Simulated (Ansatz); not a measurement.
Computed with Ansatz on PBE0-D4/def2-TZVP structures; ΔE is electronic, products minus reactants. CBS: MP2 limit from def2 TZ/QZ plus the TZ coupled-cluster correction, frozen cores. This one scheme is used for every species. Functionals use def2-TZVPP. For Ge outer-core shells are correlated without core-valence functions, which leaves a few kJ/mol of doubt a bond. Scalar relativity is left out up to krypton. Each species was taken in one conformer, which may not be the lowest.

`S[SiH2][GeH3]` + CH₃OH → `OC[SiH2]S` + GeH₄  (formal exchange of groups at the Si–Ge bond)

`S[SiH2][GeH3]`:

Z-matrix (Å, degrees):
```
Si
Ge 1 2.378
S 1 2.143 2 110.9
H 1 1.485 2 111.1 3 115.5
H 1 1.488 2 110.3 3 -123.9
H 2 1.539 1 111.4 3 176.3
H 2 1.539 1 109.3 3 56.7
H 2 1.536 1 110.3 3 -62.5
H 3 1.344 1 94.8 2 -55.2
```

CH₃OH:

Cartesian coordinates in Å:
```
C 0.249 -0.199 0.158
O -0.994 0.091 -0.437
H 0.228 -1.252 0.444
H 0.429 0.395 1.063
H 1.088 -0.050 -0.532
H -1.000 1.015 -0.695
```

`OC[SiH2]S`:

Z-matrix (Å, degrees):
```
C
Si 1 1.886
O 1 1.420 2 107.3
H 1 1.100 2 109.2 3 121.3
H 1 1.098 2 109.0 3 -121.3
S 2 2.134 1 109.7 3 58.2
H 2 1.486 1 109.2 3 -64.7
H 2 1.486 1 110.1 3 175.0
H 3 0.960 1 109.0 2 -177.0
H 6 1.346 2 92.2 1 -48.3
```

GeH₄:

Cartesian coordinates in Å:
```
Ge 0.000 0.000 0.000
H 0.264 0.356 1.468
H 0.949 0.802 -0.899
H -1.452 0.342 -0.356
H 0.239 -1.500 -0.213
```

```json
{"level": "revPBE", "ΔE (kJ/mol)": "36.8"}
{"level": "RPA@PBE/def2-TZVPP", "ΔE (kJ/mol)": "25.0"}
```

(1) What does CCSD(T)/CBS give? (Estimate.)

Largest T1 diagnostic among the species: 0.012.

Results:

(1) Computed: +28.0 kJ/mol. The listed levels differ from it by 8.8, -3.0 kJ/mol.

At CCSD(T), def2-SVP lies −7.1 kJ/mol from the extrapolated value and def2-TZVPP −2.0 kJ/mol. From BLYP to BHLYP (50 % exact exchange), in def2-TZVPP and without D4, ΔE moves by −4.6 kJ/mol.
